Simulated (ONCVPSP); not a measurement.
## Building the ONCV potential for Cu (Z = 29) (PBE, scalar-relativistic).

```json
{"Element": "copper", "Generator": "ONCVPSP 4.0.1", "Type": "optimised norm-conserving Vanderbilt (ONCV)", "Functional": "PBE", "Relativity": "scalar-relativistic", "Frozen core": "[Ne]", "Valence charge": "19", "Reference configuration": "3s2 3p6 3d10 (charge +1)", "Partial waves": "3s: rc 1.26 bohr, ncon 4, nbas 7, qcut 13.8 1/bohr, 2 projectors, debl 2.9 Ha; 3p: rc 0.75 bohr, ncon 3, nbas 6, qcut 11.7 1/bohr, 2 projectors, debl 0.4 Ha; 3d: rc 0.90 bohr, ncon 4, nbas 8, qcut 15.6 1/bohr, 1 projector", "Local potential": "polynomial inside 0.60 bohr (lpopt 5, dvloc0 0 Ha)", "Core correction": "Teter function, fcfact 3.75, rcfact 1.8"}
```

In the s channel the program set the typed energies aside and used -4.532, 0.250 Ha. In the p channel the program set the typed energies aside and used -2.969, 0.250 Ha.

Poles of the logarithmic derivatives, all-electron (AE) and pseudo (PS). s: poles at -4.0 (AE) and -4.0 (PS) Ha. p: poles at 4.9 (AE) and 4.9 (PS) Ha. d: poles at 2.6 (AE) and 2.7 (PS) Ha. Test radii: s 1.28, p 0.76, d 0.91 bohr.

* Cutoffs needed: 104 Ha and 180 Ha (the cutoffs (Ha) at which the residual kinetic energy of the hardest occupied pseudo-wave falls to 1 and 0.1 mHa per electron)
* Ghost test: no bound ghost flagged; no localised positive-energy state flagged
* Largest excitation error: -5.7 meV (all-electron minus pseudo) for 3s2 3p6 3d8, out of 4 test configurations
* rms error of d²Exc/dni dnj: 2.40 mHa without and 3.79 mHa with the model core
